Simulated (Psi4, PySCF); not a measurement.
H$_{3}$BF$_{2}$O$_{2}$SSi, singlet, geometry from GFN2-xTB, atoms displaced at random by about 0.08 Å a coordinate. Base run: PySCF with B3LYP/STO-3G, gradient.

Here is a job for PySCF.
```python
from pyscf import gto, scf, dft

mol = gto.Mole()
mol.atom = '''
    Si   -1.456914   -0.186860    0.049740
    F    -2.540930    0.111248   -0.785433
    F    -1.143270    1.369129    0.878706
    S     0.401742   -0.641801   -0.800285
    B     1.791599   -0.377281    0.217475
    O     1.649782    0.753587    1.136253
    O     3.051624   -0.843341   -0.050358
    H    -2.048657   -0.929818    1.223027
    H     0.940539    1.348134    1.220071
    H     3.692703   -0.479025    0.543176
'''
mol.basis = 'sto-3g'
mol.charge = 0
mol.spin = 0
mol.verbose = 4
mol.build()

mf = dft.RKS(mol)
mf.xc = 'b3lyp'
mf.kernel()
g = mf.nuc_grad_method()
grad = g.kernel()
```

Programs used: Psi4, PySCF; a row that names a program was run with it.

The coordinate followed is x of atom 5.

Each row names what was changed in the base input (with any setting that the change needs).

| change | dE/dx (Eh/bohr) | net force (Eh/bohr) |
|---|---|---|
| base | 0.018656 | 0.000136 |
| finite difference step (bohr) = 0.2; conv_tol = 1e-11 | 0.024195 | - |
| grids.level = 0; grid_response = on | 0.030603 | 0.000000 |
| finite difference step (bohr) = 1e-4; conv_tol = 1e-11 | 0.018689 | - |
| grid_response = on | 0.018689 | 0.000000 |
| finite difference step (bohr) = 1e-3; conv_tol = 1e-11 | 0.018689 | - |
| density fitting = on | 0.018659 | 0.000136 |
| finite difference step (bohr) = 1e-5; conv_tol = 1e-11 | 0.018689 | - |
| grids.level = 5; grid_response = off | 0.018657 | 0.000061 |
| code = psi4 | 0.018660 | 0.000063 |
| conv_tol = 1e-4 | 0.018804 | 0.000136 |
| grids.level = 0; grid_response = off | 0.019355 | 0.031534 |

The net force is zero for an exact gradient.
